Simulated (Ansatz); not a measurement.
Ligand exchange: C2H4ClI + SnH2Cl2 → CHCl2I + SnH2(CH3)Cl

Species: C2H4ClI `CC(Cl)I`, singlet; SnH2Cl2 `[Cl][SnH2][Cl]`, singlet; CHCl2I `ClC(Cl)I`, singlet; SnH2(CH3)Cl, singlet. The partners trade CH3 for Cl: C–CH3 and Sn–Cl bonds give way to C–Cl and Sn–CH3.

Shapes, held fixed at every level: PBE0-D4/def2-TZVP. Programs: Ansatz 0.2.0. The zero-point and thermal change to 298 K, harmonic and unscaled (PBE0-D4/def2-TZVP), is -5.9 kJ/mol.

```
                level                   kind  ΔH(298 K) (kJ/mol)  less CCSD(T)/def2-TZVPP
     SPW92/def2-TZVPP                    LDA              +138.9                     -7.0
    PBE-D4/def2-TZVPP                    GGA              +138.9                     -7.0
  B3LYP-D4/def2-TZVPP          global hybrid              +148.1                     +2.2
r2SCAN0-D4/def2-TZVPP          global hybrid              +154.8                     +8.9
         MP2/def2-SVP    perturbation theory              +167.4                    +21.5
       MP2/def2-TZVPP    perturbation theory              +145.4                     -0.5
      CCSD/def2-TZVPP  coupled cluster or CI              +149.5                     +3.6
   CCSD(T)/def2-TZVPP  coupled cluster or CI              +145.9                      0.0
```

The highest level, CCSD(T)/def2-TZVPP, gives ΔH(298 K) = +145.9 kJ/mol; the levels span +138.9 to +167.4. The column of differences is taken from that level and isn't an error. No measured value is set beside it here. For atoms past krypton def2 sets carry core potentials with scalar relativity. Outer-core shells of I, Sn are correlated in most correlated rows, in sets that cover them unevenly.
